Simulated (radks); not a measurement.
Q: Ionisation of neutral samarium, [Xe] 4f6 6s2, to [Xe] 4f6 6s1 as the strength of local exchange is varied. Calculated with a radial shooting solver on a logarithmic mesh with Libxc functionals: Dirac Kohn-Sham, Slater X-alpha exchange (alpha = 2/3 is LDA exchange), no correlation, spin-unpolarised, spherical densities, point nucleus; open shells fill j = l - 1/2 first.

alpha  E(Sm) (hartree)  exchange (hartree)  IE (eV)  -e of the level emptied (eV)  <r> of it (bohr)
0.709      -10435.3974           -237.3876    5.488                 3.088 (6s1/2)             4.342
0.754      -10450.4758           -252.8373    5.696                 3.277 (6s1/2)             4.289
0.756      -10451.1464           -253.5250    5.705                 3.286 (6s1/2)             4.286
0.758      -10451.8172           -254.2128    5.715                 3.295 (6s1/2)             4.284
0.972      -10523.8433           -328.3060    6.779                 4.281 (6s1/2)             4.041
1.018      -10539.3922           -344.3623    7.022                 4.509 (6s1/2)             3.992
x          -10421.3449           -223.0076    5.299                 2.918 (6s1/2)             4.392

Which alpha was used in the last row?

A: alpha = 0.667. NIST Atomic Spectra Database: 5.644 eV (measured). The Delta-SCF value meets it near alpha = 0.74. Spin polarisation and multiplet splitting are left out, so open shells lie too high by an amount that depends on their filling.

Beside tabulated values, note that spin-unpolarised runs miss the spin-polarisation part of the exchange energy of open shells.
